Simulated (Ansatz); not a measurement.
Program: Ansatz. Geometries: PBE0-D4/def2-TZVP. ΔE: electronic, gas phase. CCSD(T)/CBS adds triple-zeta CCSD(T) − MP2 to the extrapolated MP2 energy (def2 sets, frozen cores). DFT in def2-TZVPP. B3LYP here is the variant with VWN-RPA as its local correlation; programs differ in this. One conformer a species, not always the lowest.

`C=CB[SiH2][SiH3]` + `F[SiH](F)S[SiH2]Cl` → `[SiH3][SiH2]BCl` + `C=C[SiH2]S[SiH](F)F`  (redistribution)

`C=CB[SiH2][SiH3]`:

Z-matrix (Å, degrees):
```
Si
Si 1 2.350
B 1 2.002 2 105.5
H 1 1.490 2 107.4 3 122.2
H 1 1.493 2 106.9 3 -121.6
H 2 1.489 1 110.1 3 60.6
H 2 1.489 1 111.1 3 -179.3
H 2 1.488 1 110.5 3 -58.9
C 3 1.535 1 123.4 2 -89.1
H 3 1.200 1 119.1 2 86.5
C 9 1.340 3 120.6 1 176.7
H 9 1.089 3 121.9 1 -3.8
H 11 1.086 9 120.6 3 -0.4
H 11 1.087 9 122.8 3 179.5
```

`F[SiH](F)S[SiH2]Cl`:

```xyz
9

F     1.168   -1.282   -1.024
Si   -0.416   -1.237   -0.980
F    -0.855   -0.298   -2.177
S    -1.092   -0.483    0.867
Si    0.204    1.213    1.018
Cl    1.926    0.752    2.018
H    -0.963   -2.583   -1.200
H    -0.534    2.219    1.807
H     0.563    1.700   -0.329
```

`[SiH3][SiH2]BCl`:

Cartesian coordinates in Å:
```
Si 0.244 1.123 -1.192
Si -0.269 -0.938 -0.190
B -0.242 -0.607 1.787
Cl 1.246 -0.764 2.677
H -0.751 2.150 -0.784
H 0.227 1.002 -2.674
H 1.595 1.569 -0.759
H 0.752 -1.937 -0.609
H -1.612 -1.371 -0.666
H -1.188 -0.228 2.409
```

`C=C[SiH2]S[SiH](F)F`:

Cartesian coordinates in Å:
```
C 0.915 -0.425 1.811
C 0.081 -1.057 0.989
Si -1.472 -0.258 0.384
S -1.447 0.010 -1.762
Si 0.450 0.874 -1.994
F 0.749 1.919 -0.836
F 1.610 -0.204 -1.918
H 1.834 -0.883 2.165
H 0.717 0.584 2.160
H 0.332 -2.061 0.652
H -1.642 1.052 1.058
H -2.672 -1.107 0.587
H 0.543 1.554 -3.296
```

| level | ΔE (kJ/mol) |
| --- | --- |
| r2SCAN-D4 | 19.5 |
| PBE0-D4 | 18.4 |
| PBE | 19.4 |
| B3LYP | 23.3 |

(1) What does CCSD(T)/CBS give? (Best estimate.)

Largest T1 diagnostic among the species: 0.014.

Answers

(1) Computed: +18.2 kJ/mol. The listed levels differ from it by 1.3, 0.2, 1.2, 5.1 kJ/mol.

The D4 term adds −4.6 kJ/mol with B3LYP and −2.8 kJ/mol with PBE0; it sums over pairs of atoms, weighted by their polarisabilities, and B3LYP, whose exchange is more repulsive, gets the larger term. In def2-TZVPP, CCSD(T) changes the Hartree–Fock value by −12.1 kJ/mol (the triples alone add −1.6 kJ/mol) and MP2 by −10.1 kJ/mol.
